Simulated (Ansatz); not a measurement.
System: C₅H₁₁N (charge 0, singlet). SMILES: NC1CCCC1
Coordinates optimised at B3LYP-D3(BJ)/def2-TZVP (Ansatz, a program for electronic structure):
```xyz
17

C     -1.6562     0.2564     0.2383
C     -1.2088    -1.1684    -0.1983
C      0.2973    -1.0564    -0.4958
C      0.7641     0.1354     0.3413
C     -0.3883     1.1266     0.1732
N      2.0390     0.6776    -0.1213
H     -2.0545     0.2328     1.2540
H     -2.4473     0.6522    -0.3987
H     -1.3896    -1.8842     0.6053
H     -1.7632    -1.5258    -1.0661
H      0.4714    -0.8141    -1.5475
H      0.8442    -1.9749    -0.2733
H      0.7962    -0.1784     1.3981
H     -0.3798     1.9223     0.9209
H     -0.2852     1.5948    -0.8093
H      2.3091     1.4809     0.4351
H      2.7774    -0.0101    -0.0217
```

Quantity: atomisation energy (electronic, to ground-state atoms), in eV. Valence correlation only, unless marked. UHF or UKS for open shells. No spin-orbit coupling. Non-relativistic. The coupled-cluster limit lacks core correlation, which all-electron functionals hold. CBS marks a two-point X^-3 extrapolation of the correlation energy; Hartree-Fock from the larger set.

```tsv
level	program	atomisation energy (eV)	minus last row
HF/cc-pVQZ	Ansatz	52.34	-18.33
revPBE-D4/def2-TZVPD	Ansatz + dftd4	70.74	0.07
PBE0-D3(BJ)/def2-TZVPD	Ansatz + dftd3	71.38	0.71
B2PLYP-D3(BJ)/def2-TZVPD	Ansatz + dftd3	70.08	-0.59
MP2/cc-pVTZ	Ansatz	69.86	-0.81
SCS-MP2/cc-pVTZ	Ansatz	69.69	-0.98
CCSD(T)/6-31G	Ansatz	61.09	-9.58
CCSD(T)/cc-pVTZ	Ansatz	69.06	-1.61
CCSD(T)/cc-pwCVTZ	Ansatz	69.10	-1.57
CCSD(T)/CBS(cc-pVTZ,cc-pVQZ)	Ansatz	70.67	0.00
```
